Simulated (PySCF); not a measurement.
A calculated (TPSS, PySCF 2.14, aug-cc-pVDZ, the non-relativistic Hamiltonian (point nucleus)) atom or ion has these occupied shells.

```tsv
shell	electrons	orbital energy (eV)	rms radius, mean of both spins (bohr)
1s	2	-133.91	0.484
```

Question: Name the element and its charge.

Answer: Be²⁺ (beryllium, charge +2), in 1s2, closed-shell 1S.
